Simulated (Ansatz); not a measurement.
PBE exchange is replaced step by step with exact exchange (0 % is PBE, 25 % PBE0; no dispersion term), basis def2-SVP, Ansatz. System: the cluster Ti4Si (the lowest singlet isomer of a short search). Total charge 0; singlet. Geometry: PBE-D4/def2-SVP.

Geometry of the singlet:

```xyz
5

Ti   -1.623    0.845   -0.844
Ti    0.259   -0.969   -1.091
Ti    0.390    1.402    0.051
Ti   -0.736   -0.769    1.033
Si    1.710   -0.508    0.850
```

The restricted singlet is unstable towards broken spin symmetry at other levels; at PBE-D4/def2-SVP, PBE with 10 % exact exchange/def2-SVP, PBE with 15 % exact exchange/def2-SVP, PBE0-D4/def2-SVP and others this wasn't settled. The geometry of the singlet was relaxed on an unsound state (restricted singlet, unstable towards broken spin symmetry at other levels and untested here). At PBE0-D4/def2-TZVP a quintet of charge 0 lies 1.04 eV below the restricted singlet, each at its own geometry. That quintet is doubtful there (⟨S²⟩ 6.31, where a pure state has 6.00). The structure comes from a short search, and lower isomers may exist.

| exact exchange (%) | HOMO (eV) | LUMO (eV) | gap (eV) |
| --- | --- | --- | --- |
| 10 | -3.41 | -2.48 | 0.93 |
| 15 | -3.54 | -2.25 | 1.29 |
| 25 | -3.80 | -1.92 | 1.88 |
| 40 | -4.21 | -1.53 | 2.67 |

**Question.** Estimate the row for 0 %.

**Answer.** 
```tsv
exact exchange (%)	HOMO (eV)	LUMO (eV)	gap (eV)
0	-3.11	-2.95	0.16
```
